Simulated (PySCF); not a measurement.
C₂H₆SZn. Atoms are numbered in the order given.

```xyz
10

Zn     0.0617    -0.0051     0.1833
C      0.7709    -1.6629    -0.5664
C      0.5172    -1.8594    -2.0666
H      0.3323    -2.5013     0.0184
H      1.8608    -1.6840    -0.3462
H      0.9728    -1.0534    -2.6785
H     -0.5652    -1.8748    -2.3111
H      0.9424    -2.8190    -2.4348
S     -0.7192     1.8763     1.0164
H     -1.6168     1.1992     1.7897
```
Charge 0, spin multiplicity 1.

Coordinates come from a PBE-D3(BJ)/def2-SVP optimisation. The isomer is the one that the SMILES or the coordinates give; other isomers of the formula were not compared. Other conformers were not sampled.

The numbers are results of ωB97X/def2-TZVP run with PySCF, not measurements.

The molecule is in vacuum.

The total energy is -2257.49998 hartree, the highest occupied level is -9.45 eV and the lowest empty level is 1.37 eV. The orbital gap is 10.82 eV and the dipole moment is 2.02 D. The quadrupole, principal values (traceless, Buckingham form, about the centre of nuclear charge) is -8.99, 0.95, 8.04 D·Å and the mean static polarisability is 69.5 bohr³ (10.30 Å³). The polarisability, principal values is 55.8, 58.1, 94.6 bohr³.
